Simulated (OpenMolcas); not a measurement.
# OpenMolcas run: Er3+

Er3+ with its 6 nearest oxide ions at 2.212 Å, on the Mg site of MgO (a = 4.2112 Å, distance in the model lattice 2.106 Å). The rest of the host is ab initio model potentials to 7.6 Å, with orthogonalisation functions on the cations behind the ligands, and point charges beyond; the distance is set by hand and nothing relaxes, and no local charge compensation is placed. Ligand basis ANO-RCC-VDZP.

Input, with the lattice sites abridged:

```
&GATEWAY
Basis set
Er.ANO-RCC-VDZP.
Er1 0.0 0.0 0.0 Angstrom
End of basis
Basis set
O.ANO-RCC-VDZP.
L1 2.212000 0.000000 0.000000 Angstrom
L2 0.000000 2.212000 0.000000 Angstrom
L3 0.000000 0.000000 2.212000 Angstrom
End of basis
Basis set
Mg.EMB-AIMP.Pascual.10s4p.1s1p.ECP.MgO.
PseudoCharge
* 3 symmetry-unique lattice sites within 7.6 angstrom
End of basis
Basis set
Mg.EMB-AIMP.Pascual.0s.0s.ECP.MgO.
PseudoCharge
* 40 symmetry-unique lattice sites within 7.6 angstrom
End of basis
Basis set
O.EMB-AIMP.Pascual.0s.0s.ECP.MgO.
PseudoCharge
* 55 symmetry-unique lattice sites within 7.6 angstrom
End of basis
Symmetry
XYZ
AngMom=0.0 0.0 0.0
AMFI
RICD
XField
997 Angstrom 0
* Evjen-weighted lattice charges
&SEWARD
&RASSCF
FileOrb=start.orb
Symmetry=2
Spin=4
nActEl=11 0 0
Inactive=30 27
Ras2=0 7
CIRoot=35 35 1
SDav=35
CIMx=300
Iter=150 100
PrWF=0.3
OrbListing=Nothing
MaxOrb=0
LevShft=1.0
>>> COPY $Project.JobIph JOB001
&RASSCF
FileOrb=start.orb
Symmetry=2
Spin=2
nActEl=11 0 0
Inactive=30 27
Ras2=0 7
CIRoot=112 112 1
SDav=112
CIMx=300
Iter=150 100
PrWF=0.3
OrbListing=Nothing
MaxOrb=0
CIOnly
LevShft=1.0
>>> COPY $Project.JobIph JOB002
&RASSI
NrOfJobIphs=2 30 35
1 2 3 4 5 6 7 8 9 10 11 12 13 14 15 16 17 18 19 20 21 22 23 24 25 26 27
28 29 30
1 2 3 4 5 6 7 8 9 10 11 12 13 14 15 16 17 18 19 20 21 22 23 24 25 26 27
28 29 30 31 32 33 34 35
IphNames
JOB001
JOB002
EJob
SpinOrbit
DIPRint=1.0
SOCoupling=1000.0
Subsets=2
Property=9
'ANGMOM' 1 'ANGMOM' 2 'ANGMOM' 3 'MLTPL  1' 1 'MLTPL  1' 2 'MLTPL  1' 3
'AMFI' 1 'AMFI' 2 'AMFI' 3
SOProperty=3
'ANGMOM' 1 'ANGMOM' 2 'ANGMOM' 3
```

Launched by
```bash
OMP_NUM_THREADS=1 MOLCAS_MEM=2457 MOLCAS_PROJECT=a pymolcas a.inp > a.log  # once for each step of the input, in one work folder
```

A driver script runs the steps one by one and writes start.orb anew before each from the orbitals found so far, so a CI-only block uses the converged orbitals of the first block.

Output, cut to the results:

```
--- SEWARD ---
Basis set label: ER.ANO-RCC...7S6P4D2F1G.

      Electronic valence basis set:
      ------------------
      Associated Effective Charge  68.000000 au
      Associated Actual Charge     68.000000 au
      Nuclear Model: Point charge

      Shell  nPrim  nBasis  Cartesian Spherical Contaminant
         s      25       7        X
         p      22       6        X
         d      15       4                 X
         f      11       2                 X
         g       4       1                 X
                  Relativistic Douglas-Kroll-Hess integrals:
                    - DKH order of Hamiltonian: 2
                    - DKH order of Properties : 0
                  Atomic mean-field integrals
--- RASSCF ---
Wave function specifications:
      -----------------------------

      Number of closed shell electrons         114
      Number of electrons in active shells      11
      Max number of holes in RAS1 space          0
      Max nr of electrons in RAS3 space          0
      Number of inactive orbitals               57
      Number of active orbitals                  7
      Number of secondary orbitals             112
      Spin quantum number                      1.5
      State symmetry                             2
Orbital specifications:
      -----------------------

      Symmetry species                           1   2
                                                ag  au
      Frozen orbitals                            0   0
      Inactive orbitals                         30  27
      Active orbitals                            0   7
      RAS1 orbitals                              0   0
      RAS2 orbitals                              0   7
      RAS3 orbitals                              0   0
      Secondary orbitals                        60  52
      Deleted orbitals                           0   0
      Number of basis functions                 90  86
      Number of CSFs                            35
      Number of root(s) required                35
      Iter CI   SX   CI       RASSCF       Energy    max ROT     max BLB   max BLB  Level Ln srch  Step   QN
          iter iter root      energy       change     param      element    value   shift minimum  type update
 Nr of preliminary CI iterations:   1
      Total energies have been shifted. Add               -13000.00 au
        1   1    9    0  -531.42125535    0.00E+00  -5.52E-02   14  48 2 -4.98E-01*  1.82   0.00    SX    NO
        2   1   10    0  -532.95226169   -1.53E+00* -5.61E-02   30  33 1  2.66E-01*  1.27   0.00    SX    NO
        3   1    9    0  -533.39483330   -4.43E-01* -3.83E-02   30  33 1  1.63E-01*  1.20   0.00    SX    NO
        4   1    9    0  -533.47718083   -8.23E-02*  2.31E-02   30  33 1  9.29E-02*  1.08   0.00    SX    NO
        5   1    9    0  -533.50381730   -2.66E-02*  2.04E-02   30  33 1  5.65E-02*  1.09   2.00    LS   YES
        6   1    9    0  -533.51269034   -8.87E-03* -1.48E-02   29  36 2  5.79E-02*  1.09   1.13    QN   YES
        7   1    9    0  -533.51799503   -5.30E-03* -3.34E-03   31  38 2 -1.80E-02*  1.02   0.83    QN   YES
        8   1    8    0  -533.51889776   -9.03E-04* -1.27E-03   12  44 2 -3.69E-03*  1.04   1.28    QN   YES
        9   1    7    0  -533.51902023   -1.22E-04*  6.58E-04   20  34 1 -1.44E-03*  1.05   1.26    QN   YES
       10   1    7    0  -533.51903534   -1.51E-05*  3.68E-04   19  31 1 -6.66E-04*  1.04   1.34    QN   YES
       11   1    7    0  -533.51903878   -3.44E-06* -2.13E-04   30  33 1 -3.81E-04*  1.04   1.50    QN   YES
       12   1    6    0  -533.51903989   -1.11E-06* -1.12E-04   30  33 1 -1.89E-04*  1.04   1.42    QN   YES
       13   1    6    0  -533.51904014   -2.51E-07*  1.67E-04   27  75 2 -7.13E-05   1.04   2.50    LS   YES
       14   1    6    0  -533.51903995    1.87E-07* -8.96E-05   30  33 1  1.58E-04*  1.04   0.23    LS   YES
       15   1    6    0  -533.51904014   -1.88E-07*  4.07E-05   12  44 2 -7.54E-05   1.04   1.40    QN   YES
       16   1    5    0  -533.51904019   -5.18E-08* -9.59E-06   15  45 2  3.20E-05   1.04   1.39    QN   YES
       17   1    5    0  -533.51904020   -9.57E-09  -6.73E-06   15  49 2  1.32E-05   1.04   1.26    QN   YES
      Convergence after 17 iterations
       18   1    5    0  -533.51904020    6.18E-11  -6.73E-06   27  69 2  5.97E-06   1.04   1.26    QN   YES
      Natural orbitals and occupation numbers for root  1
...
--- RASSI ---
SPIN-FREE ENERGIES:
  (Shifted by EMIN (a.u.) =     -13533.6024656962)

 SF State       Relative EMIN(au)   Rel lowest level(eV)    D:o, cm**(-1)

     1             0.0000000000        0.0000000000              0.0000
     2             0.0002666546        0.0072560423             58.5239
     3             0.0002666546        0.0072560423             58.5239
     4             0.0002666546        0.0072560423             58.5239
     5             0.0003443920        0.0093713825             75.5853
     6             0.0003443920        0.0093713825             75.5853
     7             0.0003443920        0.0093713825             75.5853
     8             0.0024850422        0.0676214441            545.4037
     9             0.0024850422        0.0676214441            545.4037
    10             0.0028153851        0.0766105320            617.9056
    11             0.0028153851        0.0766105320            617.9056
    12             0.0028153851        0.0766105320            617.9056
    13             0.0033124347        0.0901359413            726.9954
    14             0.0812905084        2.2120274234          17841.2044
    31             0.0814492922        2.2163481492          17876.0534
    32             0.0814492922        2.2163481492          17876.0534
    33             0.0814492922        2.2163481492          17876.0534
    34             0.0817336368        2.2240855614          17938.4598
    35             0.0817336368        2.2240855614          17938.4598
    36             0.0817336368        2.2240855614          17938.4598
    37             0.0821693640        2.2359423024          18034.0909
    38             0.0821693640        2.2359423024          18034.0909
    39             0.0822585184        2.2383683152          18053.6580
    40             0.0822585184        2.2383683152          18053.6580
    41             0.0822585184        2.2383683152          18053.6580
...
```

Spin-orbit levels above the lowest (labels of O, the rotations of Oh):

| E (cm-1) | Degeneracy | Label | 2S+1 | J | |mJ| (%) | g |
| --- | --- | --- | --- | --- | --- | --- |
| 0.0 | 4 | Γ8 | 4 | 7.49 | 11/2 (46) |  |
| 70.8 | 2 | Γ7 | 4 | 7.49 | 13/2 (40) | 6.77 6.77 6.77 |
| 109.5 | 4 | Γ8 | 4 | 7.49 | 13/2 (30) |  |
| 502.5 | 2 | Γ6 | 4 | 7.49 | 1/2 (52) | 5.96 5.96 5.96 |
| 546.2 | 4 | Γ8 | 4 | 7.49 | 15/2 (33) |  |
| 6639 | 2 | Γ6 | 4 | 6.49 | 9/2 (69) | 5.54 5.54 5.54 |
| 6686 | 4 | Γ8 | 4 | 6.48 | 7/2 (34) |  |
| 6722 | 2 | Γ7 | 4 | 6.48 | 11/2 (44) | 3.74 3.74 3.74 |
| 7015 | 4 | Γ8 | 4 | 6.49 | 1/2 (41) |  |
| 7017 | 2 | Γ7 | 4 | 6.49 | 3/2 (44) | 4.38 4.38 4.38 |
| 10785 | 2 | Γ6 | 4 (90 %) | 5.49 | 7/2 (73) | 3.58 3.58 3.58 |
| 10808 | 4 | Γ8 | 4 (89 %) | 5.48 | 9/2 (41) |  |
| 11009 | 2 | Γ7 | 4 (89 %) | 5.50 | 3/2 (46) | 3.50 3.50 3.50 |
| 11018 | 4 | Γ8 | 4 (88 %) | 5.49 | 1/2 (44) |  |
| 13363 | 4 | Γ8 | 4 (77 %) | 4.49 | 7/2 (47) |  |
| 13611 | 2 | Γ6 | 4 (75 %) | 4.49 | 1/2 (58) | 2.87 2.87 2.87 |
| 13704 | 4 | Γ8 | 4 (76 %) | 4.50 | 3/2 (32) |  |
| 18907 | 4 | Γ8 | 4 (74 %) | 4.49 | 7/2 (43) |  |
| 19065 | 4 | Γ8 | 4 (74 %) | 4.49 | 3/2 (41) |  |
| 19189 | 2 | Γ6 | 4 (73 %) | 4.50 | 1/2 (58) | 4.36 4.36 4.36 |

High states are left out of the spin-orbit mixing, which shifts the levels that they would mix with. Without dynamic correlation the ligand-field splitting of an f shell can come out too small, at times by half. The first state left out of the spin-orbit step lies near 33000 cm-1 above the lowest spin-free state of the reference (among the parities and spins computed), and the lists stop at four fifths of that energy or lower. No measured value stands beside these numbers; the geometry was set by hand and not optimised.

The RASSCF and RASSI steps took 53 s on 1 thread of Arm Neoverse V1, on a shared host; the integral step is not counted.
